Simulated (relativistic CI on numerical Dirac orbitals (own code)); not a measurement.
**One change at a time: Nd⁹⁺**

Base calculation: Dirac-Coulomb-Breit CI, separate exchange-only KLI orbitals for each configuration, model QED (radiative potential, 1s self-energy scaled to tabulated hydrogen-like ionisation energies), unscaled Slater integrals.

CI space (outside the closed core [Kr] 4d10): 4f2.5s2.5p, 4f.5s2.5p2, 4f3.5s2, 4f2.5s.5p2, 4f.5s.5p3, 4f2.5s2.5d, 4f4.5s, 5s2.5p2.5d, 4f3.5s.5p, 4f.5s2.5p.5d, 4f2.5s2.5f, 5s2.5p2.6s, 5s2.5p3, 5s.5p4, 4f2.5p3, 4f.5p4, 4f.5p3.5d. Double excitations out of closed p, d and f shells are left out; levels of such configurations are missing from the list, as are those of other unlisted configurations, and high levels can miss mixing partners.

The lowest level and the first level of each name with at least 55 % of one term (blank where a level has no safe partner in the second run):

| Level | Base (cm⁻¹) | Shift (cm⁻¹) |
| --- | --- | --- |
| 4f.5s2.5p2 4G°_5/2 | 0.0 | 0.0 |
| 4f2.5s2.5p 4I°_9/2 | 17269.7 | +679.5 |
| 4f.5s2.5p2 4G°_9/2 | 35353.3 | -1864.3 |
| 4f.5s2.5p2 4D°_1/2 | 43618.1 | +162.8 |
| 4f.5s2.5p2 4G°_11/2 | 43655.0 | +270.1 |
| 4f2.5s2.5p 4D°_1/2 | 50199.3 | +597.4 |
| 4f2.5s2.5p 2S°_1/2 | 52237.5 | +286.4 |
| 4f2.5s2.5p 2I°_11/2 | 53297.4 | +440.6 |
| 4f2.5s2.5p 4I°_13/2 | 59310.0 | +1000.1 |
| 4f2.5s2.5p 4I°_15/2 | 63218.1 | +1070.3 |
| 4f2.5s2.5p 2P°_1/2 | 71945.8 |  |

At this charge transitions that keep the count of f electrons are usually good to a few per cent. Terms inside the open d or f shell come out 10 to 20 % too wide with unscaled integrals. Levels and lines within the n = 5 or 6 shells can be off by up to 10 % or somewhat more, and those that change n by about 2 %, since core polarisation is missing. Levels that differ in their count of f electrons can be misplaced by several ten thousand cm⁻¹, since the correlation energy of f electrons is missing or only estimated; rates across such gaps can be off by orders of magnitude. The computed lowest level isn't the tabulated ground level, which NIST ASD gives as 4f2 5s2 5p °; for such ions that label comes from theory and may be the wrong one.

Q: One thing was changed in a second run, which moved the levels as shown. Which?
A. configuration mixing switched off
B. Breit term removed
C. one mean potential for all configurations
D. QED terms removed

A: A. Configuration mixing switched off. Without mixing, levels that were pushed by configurations of the same parity and J return to their single-configuration places.

LS names give the leading component of a level, which can be under half, so a name can repeat, a term be missing and a line seem to break the LS rules.
